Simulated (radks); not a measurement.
These are the eigenvalues of the occupied orbitals of an atom or ion with whole-number occupations (eV). All-electron calculation, Dirac Kohn-Sham, BLYP, spin-unpolarised, spherical densities, finite nucleus; Fermi nuclear charge, rms radius of each element as measured or else 0.836 A^(1/3) + 0.57 fm. Program: a radial shooting solver on a logarithmic mesh with Libxc functionals.

| orbital | eigenvalue |
|---|---|
| 1s1/2 | -8252.959 |
| 2s1/2 | -1022.038 |
| 2p1/2 | -896.8635 |
| 2p3/2 | -879.3643 |
| 3s1/2 | -150.2960 |
| 3p1/2 | -112.0392 |
| 3p3/2 | -109.7799 |
| 3d3/2 | -47.1777 |
| 3d5/2 | -46.9064 |

Which element is it, and in what charge state? The configuration may be excited. Open shells, if any, fill j = l - 1/2 first.

Answer. Z = 28, nickel, charge +3: Ni3+ in [Ar] 3d7. The list shows which subshells hold electrons but not how many an open one holds; the 1s level, -303.29 hartree, gives Z - s = 24.6 by -(Z - s)^2/2, which with screening and relativity narrows Z to a few neighbours, and the depths of the outer levels then fix element, charge and occupations together.
